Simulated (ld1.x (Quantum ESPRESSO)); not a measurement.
## What one change does to a pseudopotential (Te (Z = 52), TM)

* Element: Te
* Generator: ld1.x (Quantum ESPRESSO) 7.5
* Type: norm-conserving Troullier–Martins (Kleinman–Bylander form)
* Functional: PW91
* Relativity: fully relativistic
* Frozen core: [Kr]
* Valence charge: 16
* Reference configuration: 4d10 5s2 5p3 (charge +1)
* Partial waves: 5p (bound): rc 2.35 bohr; 4d (bound): rc 1.35 bohr; 5s (bound): rc 1.90 bohr
* Local potential: the s channel
* Core correction: Bessel-smoothed model core inside 0.85 bohr

Open shells are filled in proportion to 2j + 1 (rel_dist='average').

All-electron outer shells of the reference configuration (PW91, scalar-relativistic, ld1.x):

```
shell  level (eV)  outermost node (bohr)  outermost maximum (bohr)
   4p     -123.50                   0.38                      0.74
   4d      -50.73                   0.36                      0.81
   5s      -23.53                   0.91                      1.77
   5p      -13.75                   1.00                      2.11
```

Change: all radii but the core radius scaled by about 1.09 (s 2.08, p 2.56, d 1.48 bohr).

Cutoffs: the cutoffs (Ry, on a coarse ladder) from which the occupation-weighted sum of valence levels, in a spherical-Bessel basis at the reference potential, stays within 10 and 1 mRy of its value at 400 Ry; they do not see the model core or the augmentation charge, which bear on the density cutoff. Errors are all-electron minus pseudo energies relative to the spin-unpolarised reference configuration.

Problem. How do hardness, ghosts and transferability respond?

Solution. The potential gets neither clearly harder nor softer (100 Ry and 180 Ry → 100 Ry and 160 Ry); the d channel sets the loose cutoff, while the largest relative change is in p, which becomes softer; of the 7 tests that both files solve, the error grows in 1 and shrinks in 3 by more than 15 % and 0.3 meV (median size 3.2 → 1.9 meV); neither file shows a bound ghost.

| quantity | base | changed |
| --- | --- | --- |
| cutoff, loose | 100 Ry | 100 Ry |
| cutoff, tight | 180 Ry | 160 Ry |
| loose cutoff by channel (10 mRy a level) | p 12 Ry, d 90 Ry, s 21 Ry | p 10 Ry, d 80 Ry, s 21 Ry |
| bound ghosts | none | none |
| error for 4d10 5s2 5p4, meV [ΔE -9.81 eV] | +1.8 | +1.9 |
| error for 4d10 5s2 5p2, meV [ΔE 18.02 eV] | +2.3 | +1.6 |
| error for 4d10 5s2 5p1, meV [ΔE 45.05 eV] | +8.1 | +1.9 |
| error for 4d10 5s1 5p5, meV [ΔE -0.56 eV] | -3.2 | -1.6 |
| error for 4d9 5s2 5p4, meV [ΔE 39.46 eV] | -488 | -416 |
| error for 4d10 5s2 5p0, meV [ΔE 81.68 eV] | +9.6 | -15 |
| error for 4d10 5s2 5p4.3, meV [ΔE -11.29 eV] | +2.8 | +3.0 |
